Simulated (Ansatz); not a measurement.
`[NH2][Y]([F])[Cl]` + HCl → `[NH2][Y]([Cl])[Cl]` + H–F at 500 K and 1 bar (ligand exchange at a Y–F bond).

Isolated molecules relaxed with PBE0-D4/def2-TZVP in Ansatz; ΔE leaves out vibrations. CCSD(T)/CBS adds triple-zeta CCSD(T) − MP2 to the extrapolated MP2 energy (def2 sets, frozen cores). This one scheme is used for every species. Elements past krypton have def2 core potentials. For Y outer-core shells are correlated without core-valence functions, which leaves a few kJ/mol of doubt a bond. Each species was taken in one conformer, which may not be the lowest.

```
             species  CCSD(T)/CBS energy (Eh)  H − E (kJ/mol)  S (J/(mol·K))
 `[NH2][Y]([F])[Cl]`               -653.94368           110.3          404.9
                 HCl               -460.38127            32.5          201.9
`[NH2][Y]([Cl])[Cl]`              -1013.93151           109.7          412.7
                 H–F               -100.39570            39.4          188.7
```

H − E and S are ideal-gas, rigid-rotor, harmonic terms from PBE0-D4/def2-TZVP, for one conformer and one mirror image of each species. 1 Eh = 2625.50 kJ/mol, R = 8.31446 J/(mol·K).

Problem. By hand: ΔE, ΔH, ΔS and ΔG.

Solution. ΔE = (-1013.93151) + (-100.39570) − (-653.94368) − (-460.38127) = -0.00226 Eh = -5.9 kJ/mol. Δ(H − E) = 109.7 + 39.4 − 110.3 − 32.5 = 6.3, so ΔH = 0.4 kJ/mol. ΔS = 412.7 + 188.7 − 404.9 − 201.9 = -5.4 J/(mol·K). ΔG = 0.4 − 500 × (-5.4)/1000 = 3.1 kJ/mol.

Problem. By hand: the equilibrium constant, and the temperature at which ΔG would vanish if ΔH and ΔS stayed fixed.

Solution. log₁₀ K = −ΔG/(RT ln 10) = -0.3. ΔH and −TΔS have one sign here, so there is no such temperature.

TΔS isn't small against ΔH here. The sign of ΔG lies within the doubt. A doubt of 5 kJ/mol in ΔE shifts log₁₀ K by 0.5 here. Other conformers and mirror images would add mixing entropy, several J/(mol·K) or more a flexible species. Modes under 60 cm⁻¹, often nearly free rotors, make the harmonic entropy too high. These are equilibria of isolated gas molecules and say nothing of rates. Largest T1 diagnostic: 0.013 (customary marks: 0.02 for closed shells, 0.045 for open ones).

ΔS is within the doubt of such terms, so its sign, and with it that verdict, could turn.
